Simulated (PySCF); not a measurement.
Molecule: `Cl[SiH](S)Cl`, Cl$_{2}$H$_{2}$SSi.

Atom-mapped SMILES (the numbers label the heavy atoms): `[SH:1][SiH:2]([Cl:3])[Cl:4]`. Each H is labelled by its parent atom.

Geometry PBE0-D3(BJ)/def2-SVP throughout; GIAO in PySCF 2.14, gas phase, one conformer, non-relativistic; equivalent atoms averaged; basis pcSseg-2.

Question: How do the absolute shieldings σ depend on the functional? (ppm; last column core-seconds on shared hosts with different chips, so compare them loosely; the GGAs took longer than the global hybrids here, which isn't the general rule, and the cause wasn't traced)

Answer: 
```csv
functional,kind,S1,Si2,Cl3/Cl4,H(Si2),H(S1),core-s
HF,Hartree–Fock,675.1,375.6,899.2,26.09,30.54,13
LDA,LDA,586.2,275.6,757.8,23.74,29.29,23
PBE,GGA,603.4,303.0,785.8,24.42,29.99,23
BLYP,GGA,579.0,290.3,777.1,24.72,30.34,28
BP86,GGA,599.4,301.3,785.9,24.49,30.06,28
OPBE,GGA,642.0,338.4,818.9,24.59,29.95,30
KT2,GGA,620.7,331.6,796.5,24.47,29.93,35
KT3,GGA,627.8,342.8,813.7,24.89,30.25,33
B97-D,GGA,605.1,319.6,802.3,24.86,30.30,28
B3LYP,global hybrid,602.5,305.5,807.2,25.02,30.31,22
PBE0,global hybrid,630.9,321.7,823.0,24.86,30.02,21
mPW1PW91,global hybrid,628.0,320.4,823.7,24.94,30.11,21
WP04,global hybrid,584.5,310.5,822.5,25.82,30.81,9
B97-2,global hybrid,631.8,330.3,829.4,25.06,30.20,8.8
BHandHLYP,global hybrid,631.1,329.6,844.7,25.44,30.33,8.6
CAM-B3LYP,range-separated hybrid,615.7,308.6,822.8,25.15,30.23,12
wB97X-D,range-separated hybrid,631.4,321.0,830.8,25.17,30.23,12
LC-wPBE,range-separated hybrid,651.4,325.4,853.2,25.32,30.15,15
```

Question: Which nucleus moves most, in ppm?

Answer: Cl3/Cl4 (chlorine bonded to Si): from 757.8 ppm with LDA to 899.2 ppm with HF. The smallest spread is 1.53 ppm, at H(S1).
